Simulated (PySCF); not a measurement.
Dipole response of As²⁺ (arsenic, charge +2)

[Ar] 3d10 4s2 4p1, 2P determinant. Calculation: PySCF 2.14, in aug-cc-pVTZ-DK (7s6p4d2f, 59 functions); the spin-free X2C one-electron Hamiltonian (Gaussian nucleus). Coupled (time-dependent) response in atomic units; α is the mean over directions.

```tsv
method	mean α (bohr³)	α xx, yy, zz	C₆ (like pair)	S(−4)
UHF	10.82	10.87, 10.74, 10.87	47.25	41.28
PBE	10.11	9.976, 10.38, 9.976	43.10	35.32
PBE0	10.25	10.18, 10.38, 10.18	43.91	36.29
TPSSh	10.36	10.30, 10.49, 10.30	44.91	36.77
TPSS	10.32	10.23, 10.50, 10.23	44.72	36.43
```

S(−4) is the Cauchy moment in α(ω) = α(0) + S(−4) ω² + …

Spin-orbit coupling is absent.

α(iu) at UHF:

| u (hartree) | α(iu) (bohr³) |
| --- | --- |
| 0 | 10.82 |
| 0.0500 | 10.72 |
| 0.100 | 10.43 |
| 0.200 | 9.411 |
| 0.300 | 8.118 |
| 0.500 | 5.704 |
| 0.750 | 3.688 |
| 1.00 | 2.525 |
| 1.50 | 1.395 |
| 2.00 | 0.8964 |
| 3.00 | 0.4719 |
| 5.00 | 0.2018 |

A single London oscillator, α(iu) = α/(1 + u²/ω²), gives C₆ = (3/4) ω α². Matching the computed C₆ needs ω = 4 × 47.25 / (3 × 10.82²) = 0.538 hartree.

For an ion, C₆ is the dispersion term alone; charge-induced terms of lower order in 1/R come first.

The components differ because the open shell of this determinant is not spherical; for a pure term their mean is the scalar polarisability.
